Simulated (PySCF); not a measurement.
C3H9FSi, SMILES F[Si@@H](C)CC.

Geometry optimised at PBE0-D3(BJ)/def2-SVP. The structure was generated by enumeration; whether it is a known compound was not checked. One conformer was computed; it need not be the lowest.

Calculation: PBE/def2-TZVP (PySCF).

Gas-phase values at a fixed geometry.

The total energy is -508.83164 hartree. The highest occupied level is -7.01 eV and the lowest empty level is -0.10 eV. The orbital gap comes out as 6.91 eV and the dipole moment is 1.89 D. The quadrupole, principal values (traceless, Buckingham form, about the centre of nuclear charge) is -4.90, 1.05, 3.85 D·Å. The mean static polarisability is 63.2 bohr³ (9.37 Å³) and the polarisability, principal values is 58.0, 61.8, 69.8 bohr³.
